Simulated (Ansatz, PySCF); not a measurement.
Process, species as SMILES: Cl[Si]Cl + 3 [H][H] (H2) -> 2 Cl (HCl) + [SiH4] (SiH4)
Geometries: B3LYP-D3(BJ)/def2-TZVP minima from Ansatz (a quantum-chemistry and plane-wave program). Unstable Hartree-Fock reference: Cl[Si]Cl.

Wanted: energy of full hydrogenation (enthalpy at 298 K, with B3LYP-D3(BJ) rigid-rotor harmonic-oscillator terms from PySCF), in kcal/mol. Valence correlation only, unless marked. Spin-orbit coupling is left out. Non-relativistic. CBS(X,Y): correlation extrapolated as X^-3; Hartree-Fock from the larger set.

CCSD(T)/CBS(cc-pV(T+d)Z,cc-pV(Q+d)Z) (Ansatz) gives 1.2 kcal/mol.

**Question.** Another calculation gave 6.3 kcal/mol. Which level was it?
(A) BHLYP/def2-TZVPD (Ansatz)
(B) MN15/def2-TZVPD (PySCF)
(C) r2SCAN0/def2-TZVPD (Ansatz)
(D) revPBE/def2-TZVPD (Ansatz)

**Answer.** D, revPBE/def2-TZVPD (Ansatz). The others give 0.9 (MN15), -1.7 (r2SCAN0), -4.3 (BHLYP) kcal/mol.
